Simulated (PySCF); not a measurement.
C₉H₅NS₂, SMILES N#Cc1ccsc1-c1cccs1 (GFN2-xTB optimised geometry):

```
17

N      3.414     1.372    -0.007
C      2.666     0.501    -0.005
C      1.805    -0.607    -0.003
C      2.295    -1.941    -0.004
C      1.303    -2.860    -0.002
S     -0.262    -2.139     0.000
C      0.421    -0.540    -0.001
C     -0.433     0.602     0.000
C     -1.808     0.602     0.000
C     -2.358     1.894     0.001
C     -1.405     2.866     0.002
S      0.188     2.229     0.000
H      3.344    -2.178    -0.006
H      1.386    -3.929    -0.003
H     -2.390    -0.302    -0.001
H     -3.414     2.093     0.001
H     -1.542     3.929     0.003
```

Level of theory: CAM-B3LYP/def2-SVP (PySCF 2.14.0).

Problem. What are the frontier orbital energies and the dipole moment?

Solution. HOMO-2 -8.92 eV, HOMO-1 -8.79 eV, HOMO -7.42 eV, LUMO -0.98 eV, LUMO+1 1.28 eV; dipole moment 3.94 D.

Meta-Löwdin charges at CAM-B3LYP/def2-SVP: N1 -0.21, C2 0.09, C3 -0.07, C4 -0.11, C5 -0.22, S6 0.27, C7 -0.07, C8 -0.12, C9 -0.13, C10 -0.13, C11 -0.22, S12 0.29, H13 0.13, H14 0.13, H15 0.11, H16 0.12, H17 0.13.
